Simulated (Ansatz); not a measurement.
Cost and result for the atomization energy of CCl2NOSi, SMILES `O=C=N[Si](Cl)Cl` radical (6 atoms, 5 bonds).

```xyz
6

O     0.164    2.775   -0.728
C     0.126    1.659   -0.412
N     0.120    0.514   -0.057
Si   -0.445   -1.085   -0.049
Cl    1.088   -2.316   -0.601
Cl   -1.052   -1.547    1.846
```

Total charge 0; spin multiplicity 2. The structure was optimised at the PBE0-D4/def2-TZVP level. It is one conformer, not always the lowest. Program: Ansatz. All runs use 4 threads of an AMD EPYC 9R45 on a shared host. Times are those of one run each, without the atoms' runs, and a repeat can differ threefold. Electronic energies, without spin–orbit coupling; frozen cores. CCSD(T)/CBS adds CCSD(T) − MP2 in def2-TZVPP to the MP2 limit, and its time is that of the two runs behind it. T1 = 0.015; ⟨S²⟩ of the reference is 0.76. B3LYP takes the VWN-RPA correlation (the form of Gaussian; ORCA's B3LYP/G).

CCSD(T)/CBS is a level of theory with its own doubt, some kJ/mol a heavy atom from the limit and from the frozen cores, so smaller differences don't rank the functionals.

```
                            level  functions  wall time
               BLYP-D4/def2-TZVPP        219      1.1 s
  PBE-D4/def2-TZVPP (with forces)        219      1.2 s
               RPA@PBE/def2-TZVPP        219      1.9 s
B3LYP-D4/def2-TZVPP (with forces)        219      2.1 s
          CAM-B3LYP-D4/def2-TZVPP        219      2.2 s
                B2PLYP/def2-TZVPP        219      2.4 s
              BHLYP-D4/def2-TZVPP        219      2.4 s
            r2SCANh-D4/def2-TZVPP        219        3 s
               ωB97X-V/def2-TZVPP        219      3.8 s
                 CCSD(T)/def2-SVP         96      3.8 s
                   MP2/def2-QZVPP        381        7 s
               CCSD(T)/def2-TZVPP        219      110 s
                CCSD(T)/CBS(def2)          –      110 s
```

(1) What atomization energy does each give, and how far from CCSD(T)/CBS? (Best estimate.)

## Answers

(1) Ansatz gave: 
| level | atomization (kcal/mol) | difference from CCSD(T)/CBS | per bond |
| --- | --- | --- | --- |
| BLYP-D4/def2-TZVPP | 614.4 | 16.0 | 3.2 |
| PBE-D4/def2-TZVPP (with forces) | 640.9 | 42.5 | 8.5 |
| RPA@PBE/def2-TZVPP | 535.3 | -63.1 | -12.6 |
| B3LYP-D4/def2-TZVPP (with forces) | 602.7 | 4.3 | 0.8 |
| CAM-B3LYP-D4/def2-TZVPP | 602.7 | 4.3 | 0.8 |
| B2PLYP/def2-TZVPP | 597.0 | -1.4 | -0.3 |
| BHLYP-D4/def2-TZVPP | 567.2 | -31.2 | -6.2 |
| r2SCANh-D4/def2-TZVPP | 605.4 | 7.0 | 1.4 |
| ωB97X-V/def2-TZVPP | 606.8 | 8.4 | 1.7 |
| CCSD(T)/def2-SVP | 547.6 | -50.8 | -10.2 |
| MP2/def2-QZVPP | 627.0 | 28.6 | 5.7 |
| CCSD(T)/def2-TZVPP | 574.0 | -24.4 | -4.9 |
| CCSD(T)/CBS(def2) | 598.4 | 0.0 | 0.0 |

At CCSD(T), def2-SVP lies −50.8 kcal/mol from the extrapolated value and def2-TZVPP −24.4 kcal/mol: correlation converges slowly with the basis, and small sets miss more of it in the bonded molecule than in its fragments. From r2SCAN to r2SCAN0 (25 % exact exchange), in def2-TZVPP and without D4, the atomization energy moves by −24.1 kcal/mol: exact exchange takes away binding that semilocal exchange gives to molecules. The D4 term adds +8.4 kcal/mol with B3LYP and +4.4 kcal/mol with PBE0; it sums over pairs of atoms, weighted by their polarisabilities, and B3LYP, whose exchange is more repulsive, gets the larger term.
